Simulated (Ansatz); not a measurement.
Born–Oppenheimer molecular dynamics of AlBCl2FH3O (9 atoms, charge 0, multiplicity 1). It starts at the highest image of a converged band. Of that band: Neighbouring images differ by up to 1.5 eV, so the band resolves the path poorly. A vibrational analysis at the climbing image gives one clearly imaginary mode, 811i cm⁻¹: a first-order saddle point.

Computed with Ansatz 0.2.0, RKS revPBE/def2-SVP.

| Item | Value |
| --- | --- |
| ensemble | NVE (velocity Verlet) |
| time step | 0.5 fs |
| steps asked | 200 |
| starting velocities drawn for | 100 K |
| seed | 5381 |

First frame:

```xyz
9
Properties=species:S:1:pos:R:3
B 0.170 -0.453 -0.057
F -0.651 0.207 1.312
Cl 1.499 0.627 -0.516
Cl -1.180 -0.720 -1.409
O 0.317 -1.667 0.654
Al -0.720 -2.901 -0.275
H 0.086 -3.783 -1.325
H -2.029 -3.327 0.528
H -0.323 -0.820 1.516
```

(1) How far do the bonds stretch over the last three quarters of this one trajectory? (Pairs bonded in most of those frames.)

Results:

(1) 
| bond | mean (Å) | spread (Å) | shortest | longest |
| --- | --- | --- | --- | --- |
| B1–Cl3 | 1.760 | 0.010 | 1.74 | 1.78 |
| B1–Cl4 | 1.904 | 0.033 | 1.84 | 1.94 |
| B1–O5 | 1.329 | 0.012 | 1.31 | 1.37 |
| B1–Al6 | 2.533 | 0.025 | 2.50 | 2.57 |
| F2–H9 | 0.942 | 0.016 | 0.92 | 0.99 |
| Cl4–Al6 | 2.538 | 0.010 | 2.51 | 2.55 |
| O5–Al6 | 1.847 | 0.013 | 1.82 | 1.86 |
| Al6–H7 | 1.597 | 0.037 | 1.54 | 1.65 |
| Al6–H8 | 1.593 | 0.004 | 1.58 | 1.60 |

Mean temperature of the second half: 458 K. The conserved energy stayed within 0.032 meV per atom of its start (net change 0.025 meV per atom), so the integration is sound. The kinetic energy rose, since the run started high on the potential surface and went downhill. It ends in pieces (AlBCl2H2O + FH), so much of that is their flight and rotation, not heat. A run of 0.1 ps of so small a system gives no equilibrium averages. The orbitals stay closed-shell, which can raise the energy where a bond breaks towards radicals; this wasn't checked here.

Time of the run: 4.3 min on 4 threads of Arm Neoverse V1, on a shared host, peak memory 0.16 GiB.
